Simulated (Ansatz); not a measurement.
Reaction (atomization): `[Cl][Al]([Cl])[GeH3]` → Al• + 2 Cl• + Ge• + 3 H•

Calculated with Ansatz (gas phase, PBE0-D4/def2-TZVP geometries, no zero-point term in ΔE). CCSD(T)/CBS adds triple-zeta CCSD(T) − MP2 to the extrapolated MP2 energy (def2 sets, frozen cores). This one scheme is used for every species, atoms too. DFT in def2-TZVPP. B3LYP here is the variant with VWN-RPA as its local correlation; programs differ in this. HSE06 is defined as in plane-wave codes. No spin–orbit coupling; open shells (•) take unrestricted orbitals. Spin–orbit coupling would lower the free atoms: a little for Al, Cl; clearly for Ge. Bonds to Ge are less sure, by a few kJ/mol each and by 10 to 20 or more in all where they break to atoms, as the def2 sets lack core-valence functions. Scalar relativity is left out up to krypton.

```csv
level,ΔE (eV),difference from CCSD(T)/CBS
LDA (SPW92),22.75,2.18
PBE-D4,20.26,-0.31
B3LYP-D4,20.06,-0.51
r2SCAN0-D4,20.40,-0.17
HSE06-D4,20.21,-0.36
B2PLYP,19.98,-0.59
PBE-QIDH,20.35,-0.22
BLYP,19.41,-1.16
r2SCAN,20.60,0.03
PBE0,20.05,-0.52
r2SCANh,20.49,-0.08
r2SCAN0,20.35,-0.22
CCSD/def2-SVP,18.89,-1.68
HF/def2-TZVPP,15.56,-5.01
MP2/def2-QZVPP,20.58,0.01
SCS-MP2/def2-QZVPP,20.44,-0.13
CCSD(T)/CBS,20.57,0
```

Largest T1 diagnostic among the species: 0.018.

In def2-TZVPP, CCSD(T) changes the Hartree–Fock value by +4.48 eV (the triples alone add +0.30 eV) and MP2 by +4.71 eV; breaking electron pairs costs correlation energy, which Hartree–Fock lacks. From BLYP to BHLYP (50 % exact exchange), in def2-TZVPP and without D4, ΔE moves by +0.21 eV.

For atomizations the MP2-based limit and the directly extrapolated one differ by several kJ/mol either way, and by 10 to 25 for some Ge, Se and Sn compounds, so smaller differences from it don't rank the levels.
